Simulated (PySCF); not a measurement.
The complex [Ru(NH3)6]2+ (charge +2) contains Ru(II), shell d6. The structure is a PBE0-D3(BJ)/def2-SVP, IEF-PCM water geometry optimised for multiplicity 1; coordination octahedral, point group S6, metal–donor distances 2.13 Å.

The d shell alone is too small an active space for [Ru(NH3)6]2+ (an active orbital has only 0.68 squared overlap with the free ion's shell): its levels, fitted parameters, g values and moments show what this model gives and aren't sound predictions.

```
25

Ru    0.000    0.000    0.000
N    -0.008    2.127   -0.008
H    -0.002    2.545    0.925
H     0.795    2.540   -0.488
H    -0.827    2.527   -0.472
N     0.008   -2.127    0.008
H     0.002   -2.545   -0.925
H     0.827   -2.527    0.472
H    -0.795   -2.540    0.488
N    -0.008   -0.008    2.127
H     0.925   -0.002    2.545
H    -0.488    0.795    2.540
H    -0.472   -0.827    2.527
N     0.008    0.008   -2.127
H    -0.925    0.002   -2.545
H     0.472    0.827   -2.527
H     0.488   -0.795   -2.540
N     2.127   -0.008   -0.008
H     2.545    0.925   -0.002
H     2.540   -0.488    0.795
H     2.527   -0.472   -0.827
N    -2.127    0.008    0.008
H    -2.545   -0.925    0.002
H    -2.527    0.472    0.827
H    -2.540    0.488   -0.795
```

Method (PySCF 2.14, density fitting): CASSCF(6,5) with orbitals averaged over all microstates of the shell, strongly contracted NEVPT2 on the averaged canonical orbitals; basis x2c-TZVPall; spin-free X2C; IEF-PCM water; spin-orbit coupling by state interaction with the mean-field operator over all roots.

Q: What is the ground state?

A: 1Ag (from 1A1g) (S = 0, orbital degeneracy 1), with 6.0 electrons in the lower (t2g-type) set and 0.0 in the upper (eg-type) set, by NEVPT2.

Q: List the excited states of the same spin.

A: By NEVPT2, the lowest six: 1Ag (from 1T1g) at 28442 cm⁻¹ (352 nm); 1Eg (from 1T1g) at 28607 cm⁻¹ (350 nm); 1Ag (from 1T2g) at 36225 cm⁻¹ (276 nm); 1Eg (from 1T2g) at 36318 cm⁻¹ (275 nm); 1Ag (from 1T2g) at 58059 cm⁻¹; 1Eg (from 1T2g) at 58337 cm⁻¹. All are electric-dipole forbidden at this geometry.

Q: Which is the lowest state of another spin?

A: 3Ag (from 3T1g) at 22951 cm⁻¹ by NEVPT2; CASSCF alone puts it at 19036 cm⁻¹ above the same ground state.

Q: What ligand-field parameters describe the result?

A: At CASSCF level (the NEVPT2 levels don't fit a ligand-field model well): orbital energies 0, 315, 315, 28316, 28316 cm⁻¹; 10Dq = 28106 cm⁻¹ (difference of the means of the two sets); B = 730 cm⁻¹; C = 2950 cm⁻¹; B over its free-ion value at the same level 0.850; rms of the fit 317 cm⁻¹; ζ = 974 cm⁻¹ (free ion 1050).

Q: What magnetic behaviour follows?

A: The lowest spin-orbit level is 1-fold; the next lies at 22672.8 cm⁻¹. μeff is 0.45 μB at 300 K and 0.08 μB at 10 K; the ground state is a spin singlet, and the moment comes from mixing with excited states or their population.

NEVPT2 lifts 1Eg (from 1T1g) from 25132 to 28607 cm⁻¹; on the d shell alone it tends to overshoot states that fill the eg-type orbitals. Gaps between spin states lean to high spin in this active space.

The job took 92 s on one thread of Intel Xeon Platinum 8488C (shared host), with 357 basis functions and a peak of 1.1 GiB, launched as `OMP_NUM_THREADS=1 python lf_run.py task.json out`.
